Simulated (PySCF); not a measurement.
Does the answer move with the share of exact exchange?

H₈O₂Si₃.
Numbering: `[OH:1][SiH2:2][O:3][SiH2:4][SiH3:5]` (hydrogens: H6 on O1; H7, H8 on Si2; H9, H10 on Si4; H11, H12, H13 on Si5)

Torsions of this conformer, `[OH:1][SiH2:2][O:3][SiH2:4][SiH3:5]`: O1–Si2–O3–Si4 13°, Si2–O3–Si4–Si5 -20°, H–O1–Si2–O3 169°.

PySCF, pcSseg-1 basis, density fitting, gas phase, PBE0-D3(BJ)/def2-SVP geometry. One functional is left out:

```
functional  exact exchange (%)  HOMO energy (eV)  LUMO energy (eV)  dipole moment (D)
     B97-D                   0             -6.73             -0.65              2.003
      BLYP                   0             -6.59             -0.64              2.008
      BP86                   0             -6.85             -0.91              2.004
       LDA                   0             -6.81             -1.07              2.039
      OPBE                   0             -6.74             -0.70              1.942
       PBE                   0             -6.74             -0.85              1.988
     B3LYP                  20             -7.71             -0.11              2.039
      PBE0                  25             -7.92              0.04              2.023
  mPW1PW91                  25             -7.95              0.06              2.022
 BHandHLYP                  50             -9.00              1.05              2.082
```

**Question.** Predict the row of B97-2 (21 % exact exchange) by straight lines through the other rows, and check it.

**Answer.** 
| property | line | computed | computed − line | B3LYP (20 %), for comparison |
| --- | --- | --- | --- | --- |
| HOMO energy (eV) | -7.72 | -7.70 | +0.02 | -7.71 |
| LUMO energy (eV) | -0.05 | 0.06 | +0.11 | -0.11 |
| dipole moment (D) | 2.029 | 2.016 | -0.013 | 2.039 |

**Question.** Which of these properties follows the share of exact exchange most closely, and which least?

**Answer.** Most closely the HOMO energy, least the dipole moment; the correlations over the tabulated rows are HOMO energy -0.996, LUMO energy 0.979, dipole moment 0.734. The HOMO energy moves by -0.459 eV for every 10 %. Functionals with the same share still differ in their other parts: at 0 % BLYP and BP86 differ by 0.26 eV in it.
